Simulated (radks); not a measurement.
Q: Species: Cs2+. Configuration: [Kr] 4d10 5s2 5p5. All-electron calculation, Dirac Kohn-Sham, LDA (Slater exchange, Perdew-Wang correlation), spin-unpolarised, spherical densities, point nucleus; open shells are shared between the two j in proportion to 2j + 1; speed of light set to 205.554 atomic units (1.5 times the physical value, a model run). Program: a radial shooting solver on a logarithmic mesh with Libxc functionals. Some entries of the table are withheld. Estimate them.

orbital,occ.,eigenvalue (Ry),<r> (bohr),<r^2> (bohr^2)
1s1/2,2,-2562.528,(1),0.0009800
2s1/2,2,-396.9721,0.1157,0.01577
2p1/2,2,-374.0698,(2),0.01173
2p3/2,4,-363.2213,(3),0.01229
3s1/2,2,-83.43394,0.3074,0.1079
3p1/2,2,(4),0.2973,0.1025
3p3/2,4,(5),0.3024,0.1059
3d3/2,4,-54.01254,0.2729,(6)
3d5/2,6,-53.54468,0.2746,(7)
4s1/2,2,-16.66522,0.7119,0.5722
4p1/2,2,-13.17986,0.7385,0.6207
4p3/2,4,-12.75453,0.7505,0.6411
4d3/2,4,-6.87272,0.8305,0.8027
4d5/2,6,-6.79715,0.8351,0.8115
5s1/2,2,-3.05027,(8),3.401
5p1/2,1.66667,-2.16197,1.972,(9)
5p3/2,3.33333,-2.10457,2.006,(10)

A: 
(1) 1s1/2 <r> (bohr): 0.02699
(2) 2p1/2 <r> (bohr): 0.09798
(3) 2p3/2 <r> (bohr): 0.1005
(4) 3p1/2 eigenvalue (Ry): -73.74362
(5) 3p3/2 eigenvalue (Ry): -71.67543
(6) 3d3/2 <r^2> (bohr^2): 0.08799
(7) 3d5/2 <r^2> (bohr^2): 0.08899
(8) 5s1/2 <r> (bohr): 1.740
(9) 5p1/2 <r^2> (bohr^2): 4.393
(10) 5p3/2 <r^2> (bohr^2): 4.546
